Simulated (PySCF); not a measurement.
Geometry (Å), atoms numbered from 1 in this order:
```xyz
12

C    -1.010    0.885   -0.206
N    -0.567   -0.126    0.763
B     0.925   -0.750    0.510
F     1.069   -1.705    1.502
C     1.899    0.503    0.671
N     2.526    1.474    0.768
H    -2.027    1.234    0.018
H    -0.980    0.446   -1.211
H    -0.311    1.730   -0.174
H    -1.203   -0.928    0.776
H    -0.574    0.255    1.713
H     0.914   -1.190   -0.632
```

Geometry: PBE0-D3(BJ)/def2-SVP; GIAO absolute shieldings from PySCF, gas phase, non-relativistic, averaged over equivalent atoms.

At PBE0/def2-SVP (114 basis functions, 14 s wall time on 1 thread of an Arm Neoverse V1, shared host):
```json
{"atoms": "C5", "σ (ppm)": "71.7"}
{"atoms": "C1", "σ (ppm)": "168.3"}
{"atoms": "N6", "σ (ppm)": "-36.8"}
{"atoms": "N2", "σ (ppm)": "214.9"}
{"atoms": "B3", "σ (ppm)": "116.6"}
{"atoms": "F4", "σ (ppm)": "394.5"}
{"atoms": "H12", "σ (ppm)": "28.51"}
{"atoms": "H7/H8/H9", "σ (ppm)": "28.89"}
{"atoms": "H11", "σ (ppm)": "28.99"}
{"atoms": "H10", "σ (ppm)": "29.00"}
```

Task: Estimate the result of repeating the calculation with PBE0/cc-pVTZ.

Result: 
```
   atoms  σ at PBE0/cc-pVTZ  change
      C5               54.7   -17.0
      C1              160.0    -8.3
      N6              -59.3   -22.5
      N2              205.4    -9.5
      B3              110.2    -6.4
      F4              385.4    -9.1
     H12              28.18   -0.33
H7/H8/H9              28.67   -0.22
     H11              28.52   -0.47
     H10              28.60   -0.40
```

The largest change is at N6 (nitrile nitrogen). Cost: 264 basis functions, 34 s wall time on 1 thread of an Arm Neoverse V1, shared host.

A carbon bonded to boron is broadened by the quadrupolar boron nucleus and is often missing from a measured spectrum.
